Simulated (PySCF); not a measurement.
# Ga: excitation energy

Ga [Ar] 3d10 4s2 4p1 (2P) → Ga [Ar] 3d10 4s1 4p2 (4P), as a difference of total energies. All numbers are calculated (PySCF 2.14, scalar relativity by spin-free X2C-1e, in aug-cc-pVDZ-DK). Correlated levels: valence: [Ar] 3d10 frozen. The calculations carry no spin-orbit coupling.

```json
{"method": "UHF", "excitation energy (eV)": "3.350"}
{"method": "LDA", "excitation energy (eV)": "5.327"}
{"method": "PBE", "excitation energy (eV)": "5.090"}
{"method": "PBE0", "excitation energy (eV)": "4.768"}
{"method": "r2SCAN", "excitation energy (eV)": "4.640"}
{"method": "MN15", "excitation energy (eV)": "4.969"}
{"method": "r2SCANh", "excitation energy (eV)": "4.580"}
{"method": "BLYP", "excitation energy (eV)": "5.484"}
{"method": "MP2 (valence)", "excitation energy (eV)": "3.957"}
{"method": "SCS-MP2 (valence)", "excitation energy (eV)": "4.186"}
```

Problem. How much does correlation contribute at MP2 (valence)?

Solution. 3.957 − (3.350) = 0.607 eV, measured against UHF.
